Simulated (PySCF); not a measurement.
# Mayer bond orders and bond lengths

Species: C₇H₁₅ClSi.
Numbering: `[CH2:1]=[C:2]([CH3:3])[CH2:4][Si@@H:5]([Cl:6])[CH2:7][CH2:8][CH3:9]` (hydrogens: H10, H11 on C1; H12, H13, H14 on C3; H15, H16 on C4; H17 on Si5; H18, H19 on C7; H20, H21 on C8; H22, H23, H24 on C9)

Geometry (GFN2-xTB, Å), atoms numbered from 1 in this order:
```xyz
24
C7H15ClSi angstrom
C     -2.2804   -1.2933   -0.5738
C     -2.3059   -0.2396    0.2274
C     -2.9254    1.0621   -0.1779
C     -1.6965   -0.2639    1.5943
Si     0.0165    0.5815    1.6561
Cl     0.7587    0.3504    3.5326
C      1.1949   -0.2462    0.4147
C      2.6042    0.3448    0.4224
C      3.5320   -0.3961   -0.5326
H     -1.8319   -2.2244   -0.2709
H     -2.7098   -1.2715   -1.5611
H     -2.1717    1.8485   -0.1884
H     -3.3750    0.9928   -1.1649
H     -3.6950    1.3512    0.5370
H     -2.3622    0.2356    2.2996
H     -1.5909   -1.2976    1.9277
H     -0.0822    2.0263    1.4228
H      1.2652   -1.3144    0.6343
H      0.7816   -0.1702   -0.5922
H      3.0128    0.2943    1.4336
H      2.5589    1.3982    0.1385
H      3.6106   -1.4435   -0.2487
H      4.5284    0.0398   -0.5153
H      3.1513   -0.3448   -1.5507
```

Bond orders from the PBE0/pcSseg-1 density (PySCF). The structure is a single GFN2-xTB conformer in the gas phase; no vibrational or solvent corrections.

Task: How far do the computed orders between heavy atoms stray from the drawn ones?

Result: The largest departure is 0.101, at C4–Si5 (drawn single, 0.899).

Task: Give the Mayer order of every bond between heavy atoms, beside its length.

Result: 
| bond | drawn as | length (Å) | Mayer order |
| --- | --- | --- | --- |
| C1–C2 | double | 1.324 | 1.968 |
| C2–C3 | single | 1.498 | 1.043 |
| C2–C4 | single | 1.497 | 1.030 |
| C4–Si5 | single | 1.911 | 0.899 |
| Si5–Cl6 | single | 2.031 | 0.961 |
| Si5–C7 | single | 1.901 | 0.922 |
| C7–C8 | single | 1.528 | 1.029 |
| C8–C9 | single | 1.524 | 1.064 |

By pair of heavy elements: C–C: lowest C7–C8 and C2–C4 (1.029, 1.528 Å), highest C1–C2 (1.968, 1.324 Å); in 2 of the 10 pairs the longer bond (by over 0.003 Å) has the higher order (by 0.02 or more). C–Si: lowest C4–Si5 (0.899, 1.911 Å), highest Si5–C7 (0.922, 1.901 Å). Bonds named together lie within 0.004.

Task: And the bonds to hydrogen?

Result: C–H: 0.93 to 0.97 (14 bonds); H–Si: 0.94 (1 bond).

Task: Sum the orders of all bonds at each heavy atom with more than one neighbour and set the sums beside the valence in the SMILES.

Result: C1 3.857 (drawn 4), C2 4.041 (drawn 4), C3 3.897 (drawn 4), C4 3.798 (drawn 4), Si5 3.720 (drawn 4), C7 3.822 (drawn 4), C8 3.991 (drawn 4), C9 3.969 (drawn 4). Orders between atoms that aren't bonded are not in these sums.

The Mayer order sums products of elements of PS (density times overlap matrix) between the two atoms' basis functions, so it depends on the basis set.
